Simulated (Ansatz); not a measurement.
Z-matrix (Å, degrees):
```
C
C 1 1.499
B 1 1.554 2 116.6
H 1 1.107 2 109.0 3 -115.4
H 1 1.095 2 110.8 3 130.2
O 2 1.420 1 115.9 3 -81.5
C 2 1.459 1 122.8 3 -150.0
H 2 1.090 1 115.3 3 54.4
H 3 1.197 1 120.0 2 164.7
H 3 1.198 1 121.0 2 -19.2
H 7 1.088 2 119.1 1 -0.9
H 7 1.087 2 120.2 1 -154.1
```

The species carries charge 0 and has multiplicity 1.

**Question.** List the r2SCAN/def2-TZVPP orbital energies in eV (Ansatz 0.2.0). (An estimate is asked.)

**Answer.** The calculation gave: Occupied: -516.07, -274.62, -274.36, -272.94, -180.56, -28.45, -19.65, -17.16, -15.55, -13.29, -12.32, -12.12, -10.87, -9.78, -9.48, -9.03, -8.23, -7.26, -6.48. Lowest empty: -2.00, 1.37, 1.83, 1.99, 2.08, 2.51, 2.83, 3.12.
